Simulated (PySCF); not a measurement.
Output of ΔSCF core-hole calculations on `[Cl][Zn-2]([Cl])([Cl])[Cl]`.

Computed, not measured: delta-SCF UKS SCAN, pcX-2 on the ionised atom, pcseg-1 elsewhere, spin-free X2C in PySCF 2.14.0. The program numbers atoms from 0. The cycles run on a coarse integration grid; for E(ground) and E(ion) the exchange–correlation energy is redone on a finer one, so they differ from the last cycle, and only they enter the binding energy.

Coordinates (Å, PBE0-D3(BJ)/def2-SVP):
```
Cl    -1.872041    -0.370904    -1.339636
Zn     0.018723    -0.019860    -0.019098
Cl     0.041263     2.193790     0.719224
Cl     1.954328    -0.419394    -1.256056
Cl    -0.050173    -1.488412     1.799076
```

```
ground state, core basis on atom 0 (Cl), 145 functions
  cycle   1  E = -3638.54579288  |g| = 1.08e+00
  cycle   2  E = -3638.32700970  |g| = 1.47e+00
  cycle   3  E = -3638.76981206  |g| = 1.69e-01
  cycle   4  E = -3638.77640182  |g| = 4.18e-02
  cycle   5  E = -3638.77679467  |g| = 8.36e-03
  cycle   6  E = -3638.77680506  |g| = 2.51e-03
  cycle   7  E = -3638.77680552  |g| = 6.41e-04
  cycle   8  E = -3638.77681001  |g| = 2.25e-04
  E(ground) = -3638.96627317 Eh
hole in Cl 2p of atom 0
  cycle   1  E = -3631.07360476  |g| = 1.70e+00
  cycle   2  E = -3631.21943701  |g| = 1.16e+00
  cycle   3  E = -3631.53103501  |g| = 1.54e-01
  cycle   4  E = -3631.53623122  |g| = 1.14e-01
  cycle   5  E = -3631.54320267  |g| = 4.25e-02
  cycle   6  E = -3631.54373672  |g| = 1.44e-02
  cycle   7  E = -3631.54381329  |g| = 2.29e-03
  cycle   8  E = -3631.54381600  |g| = 5.35e-04
  cycle   9  E = -3631.54381629  |g| = 7.90e-05
  E(ion) = -3631.74198295 Eh   <S^2> = 0.7518   hole on atom = 1.001
```

**Question.** What energy does this spin-free Cl 2p hole on atom 0 cost, and which doublet follows from it?

**Answer.** (-3631.741983 − (-3638.966273)) Eh × 27.2114 eV/Eh = 196.58 eV. With the spin–orbit matrix of the shell the program then gives 2p3/2 = 196.02 eV and 2p1/2 = 197.67 eV; their weighted mean, 196.57 eV, differs from that hole by -0.01 eV, as the three ground-state 2p orbitals of the atom aren't degenerate.

The species carries charge -2, so core ionisation leaves charge -1. The basis sets have no added diffuse functions. Whether so highly charged an anion holds all its electrons in the gas phase wasn't checked; a finite basis holds them in any case. No counter-ion or solvent screens the charge of this multiply charged ion. The geometry's basis has no diffuse functions, a weakness for an anion.
Labels such as C1 count atoms from 1, the log's own numbers from 0.
